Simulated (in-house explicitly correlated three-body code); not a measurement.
Computed with an exponentially correlated three-body code. Model: two electrons around a point charge, non-relativistic, variational in 260 exponentially correlated functions (energies converged to about 1e-7 hartree, or 1e-8 relative for large Z).

Command:
```bash
python run_hyl.py task.json out
```
Settings (lengths in bohr, energies in hartree):
```
Z                      8
nuclear_mass           15
interaction_strength   1
functions              260
states_tried           13
```

Cost of the run: 30 s on 1 thread of Intel(R) Xeon(R) Platinum 8375C CPU @ 2.90GHz (Ice Lake), with other jobs on the host.

**Those bound S and P states to n = 4 that converged, binding against the one-electron ion.**

Given: nuclear charge 8; mass of the centre 15 electron masses.

Computed: one-electron threshold -30 hartree.

```csv
term,energy (hartree),binding (eV)
1 1S,-55.4454094,692.4
2 3S,-36.1379434,167.02
2 3P,?,?
2 1S,?,?
2 1P,-35.5053764,149.81
3 3S,-32.6655773,72.534
3 3P,-32.6528598,72.188
3 1S,-32.5984009,70.706
3 1P,-32.4939255,67.863
4 3S,-31.4838154,40.377
4 1S,-31.456548,39.635
```

(1) What belongs in the row 2 3P?

(2) What belongs in the row 2 1S?

**Converged states only, values per electron or pair.**

| term | mean r (bohr) | mean r squared (bohr²) | mean inverse r (1/bohr) | mean r12 (bohr) | mean inverse r12 (1/bohr) | mean cosine | mean p1 dot p2 (bohr⁻²) | delta r1 (bohr⁻³) | delta r12 (bohr⁻³) |
| --- | --- | --- | --- | --- | --- | --- | --- | --- | --- |
| 1 1S | 0.20984 | 0.059088 | 7.2088 | 0.30561 | 4.4499 | 0.0080244 | -0.41898 | 123.53 | 13.484 |
| 2 3S | 0.52999 | 0.45735 | 4.5999 | 0.88996 | 1.3231 | 0.0072898 | -0.1329 | 73.845 | - |
| 2 3P | ? | ? | ? | ? | ? | ? | ? | ? | - |
| 2 1S | 0.54619 | 0.49121 | 4.5818 | 0.91461 | 1.5375 | -0.0019753 | -0.62202 | 73.409 | 2.3361 |
| 2 1P | 0.49985 | 0.40886 | 4.5378 | 0.8143 | 1.5944 | 0.053831 | 2.4593 | 67.59 | 0.48273 |
| 3 3S | 1.0862 | 2.2348 | 4.1234 | 1.9849 | 0.64373 | 0.0037361 | -0.15577 | 69.07 | - |
| 3 3P | 1.0164 | 1.9596 | 4.1264 | 1.8484 | 0.71651 | -0.011621 | -1.0651 | 67.023 | - |
| 3 1S | 1.1102 | 2.3454 | 4.1186 | 2.031 | 0.7005 | 0.001404 | -0.27206 | 68.979 | 0.68139 |
| 3 1P | 1.0745 | 2.2161 | 4.107 | 1.9578 | 0.7247 | 0.016693 | 0.5608 | 67.194 | 0.16999 |
| 4 3S | ? | ? | ? | ? | ? | ? | ? | ? | - |
| 4 1S | 1.9021 | 7.335 | 3.957 | 3.6104 | 0.39858 | 0.0014471 | -0.15551 | 67.913 | 0.28487 |

(3) What belongs in the row 2 3P?

(4) What belongs in the row 4 3S?

Answers

(1) energy (hartree): -36.1338152; binding (eV): 166.91.

(2) energy (hartree): -35.8858177; binding (eV): 160.16.

(3) mean r (bohr): 0.45459; mean r squared (bohr²): 0.32965; mean inverse r (1/bohr): 4.6179; mean r12 (bohr): 0.75469; mean inverse r12 (1/bohr): 1.618; mean cosine: -0.06467; mean p1 dot p2 (bohr⁻²): -4.298; delta r1 (bohr⁻³): 66.299.

(4) mean r (bohr): 1.8701; mean r squared (bohr²): 7.0751; mean inverse r (1/bohr): 3.959; mean r12 (bohr): 3.547; mean inverse r12 (1/bohr): 0.37568; mean cosine: 0.0023844; mean p1 dot p2 (bohr⁻²): -0.11018; delta r1 (bohr⁻³): 67.945.
